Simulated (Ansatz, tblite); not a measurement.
Removing and adding an electron: `c1ccc(-c2ccc(-c3ccc(-c4ccc(-c5ccc(-c6ccc(-c7cccnc7)nc6)nc5)nc4)nc3)nc2)nc1`. Total charge 0; singlet. Geometry: PBE-D4/def2-SVP. Ansatz, gas phase; energy differences of separate SCF runs; the oxidised species was run as a doublet alone; the reduced species was run as a doublet alone.

```xyz
65

C   -12.978   -5.191    0.701
C   -12.702   -3.816    0.665
C   -11.369   -3.392    0.612
C   -10.338   -4.360    0.592
C    -8.901   -3.992    0.533
C    -7.908   -4.991    0.615
C    -6.562   -4.637    0.566
C    -6.205   -3.274    0.436
C    -4.798   -2.817    0.388
C    -3.690   -3.671    0.568
C    -2.396   -3.152    0.510
C    -2.211   -1.770    0.273
C    -0.871   -1.146    0.203
C     0.332   -1.836    0.459
C     1.552   -1.166    0.367
C     1.567    0.204    0.016
C     2.818    0.987   -0.105
C     2.768    2.353   -0.460
C     3.948    3.084   -0.574
C     5.188    2.445   -0.335
C     6.486    3.150   -0.439
C     7.686    2.486   -0.103
C     8.903    3.158   -0.201
C     8.920    4.503   -0.639
C    10.171    5.293   -0.766
C    10.120    6.624   -1.234
C    11.305    7.355   -1.348
C    12.515    6.735   -0.991
N    12.590    5.472   -0.543
C    11.448    4.781   -0.437
N     7.774    5.139   -0.971
C     6.614    4.489   -0.874
N     5.240    1.138    0.011
C     4.106    0.447    0.120
N     0.415    0.871   -0.229
C    -0.745    0.225   -0.138
N    -3.271   -0.947    0.095
C    -4.503   -1.450    0.151
N    -7.154   -2.315    0.342
C    -8.439   -2.663    0.388
N   -10.612   -5.684    0.631
C   -11.888   -6.079    0.684
H   -14.009   -5.570    0.744
H   -13.518   -3.076    0.682
H   -11.137   -2.317    0.592
H    -8.234   -6.037    0.715
H    -5.793   -5.420    0.625
H    -3.828   -4.746    0.760
H    -1.537   -3.824    0.646
H     0.326   -2.899    0.740
H     2.485   -1.709    0.571
H     1.781    2.805   -0.636
H     3.904    4.148   -0.844
H     7.624    1.441    0.232
H     9.834    2.638    0.062
H     9.137    7.044   -1.495
H    11.297    8.395   -1.710
H    13.469    7.287   -1.071
H    11.555    3.747   -0.062
H     5.723    5.070   -1.170
H     4.227   -0.613    0.405
H    -1.666    0.796   -0.341
H    -5.346   -0.754    0.004
H    -9.156   -1.827    0.295
H   -12.062   -7.171    0.715
```

The xTB rows come from tblite. Single mean-field runs in def2-SVP are fitted with def2-universal-jkfit. HOMO above LUMO, or a gap near zero within one spin, warns that the state may not be the lowest or that an electron is smeared out.

(1) Estimate orbital energies and vertical ionisation energies and electron affinities at: GFN1-xTB; GFN2-xTB; PBE-D4/def2-SVP; PBE0-D4/def2-SVP.

## Answers

(1) 
| level | −HOMO (eV) | vertical IE (eV) | −LUMO (eV) | vertical EA (eV) | HOMO–LUMO gap (eV) | IE − EA (eV) | remarks |
| --- | --- | --- | --- | --- | --- | --- | --- |
| GFN1-xTB | 11.19 | 12.43 | 8.99 | 7.70 | 2.20 | 4.73 | – |
| GFN2-xTB | 9.93 | 11.23 | 8.21 | 6.90 | 1.73 | 4.34 | – |
| PBE-D4/def2-SVP | 5.44 | 6.74 | 3.19 | 1.99 | 2.24 | 4.75 | gap within one spin near zero (+1 doublet) |
| PBE0-D4/def2-SVP | 6.21 | 7.14 | 2.55 | 1.71 | 3.66 | 5.43 | – |

   Raw xTB energy differences between charge states are shifted by several eV; the methods need an empirical correction for them. Sets without diffuse functions give affinities that are too small.
